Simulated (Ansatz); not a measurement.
`[F][Ge][Cl]` + HBr → `[F][Ge][Br]` + HCl at 298.15 K and 1 bar (ligand exchange at a Ge–Cl bond).

Computed with Ansatz on PBE0-D4/def2-TZVP structures; ΔE is electronic, products minus reactants. CBS: MP2 limit from def2 TZ/QZ plus the TZ coupled-cluster correction, frozen cores. This one scheme is used for every species. For Br, Ge outer-core shells are correlated without core-valence functions, which leaves a few kJ/mol of doubt a bond. Scalar relativity is left out up to krypton.

| species | CCSD(T)/CBS energy (Eh) | H − E (kJ/mol) | S (J/(mol·K)) |
| --- | --- | --- | --- |
| `[F][Ge][Cl]` | -2635.75718 | 20.2 | 289.1 |
| HBr | -2573.91920 | 24.6 | 198.6 |
| `[F][Ge][Br]` | -4749.29775 | 19.8 | 300.9 |
| HCl | -460.38127 | 26.6 | 186.8 |

H − E and S are ideal-gas, rigid-rotor, harmonic terms from PBE0-D4/def2-TZVP. 1 Eh = 2625.50 kJ/mol, R = 8.31446 J/(mol·K).

Task: By hand: ΔE, ΔH, ΔS and ΔG.

Result: ΔE = (-4749.29775) + (-460.38127) − (-2635.75718) − (-2573.91920) = -0.00264 Eh = -6.9 kJ/mol. Δ(H − E) = 19.8 + 26.6 − 20.2 − 24.6 = 1.6, so ΔH = -5.3 kJ/mol. ΔS = 300.9 + 186.8 − 289.1 − 198.6 = 0.0 J/(mol·K). ΔG = -5.3 − 298.15 × (0.0)/1000 = -5.3 kJ/mol.

Task: By hand: the equilibrium constant, and the temperature at which ΔG would vanish if ΔH and ΔS stayed fixed.

Result: log₁₀ K = −ΔG/(RT ln 10) = 0.9. With ΔH or ΔS at zero there is no such temperature.

The number of gas molecules stays the same, so ΔS is small and ΔH decides. The sign of ΔG lies within the doubt. A doubt of 5 kJ/mol in ΔE shifts log₁₀ K by 0.9 here. These are equilibria of isolated gas molecules and say nothing of rates. Largest T1 diagnostic: 0.014 (customary marks: 0.02 for closed shells, 0.045 for open ones).

ΔS is within the doubt of such terms, so its sign, and with it that verdict, could turn.
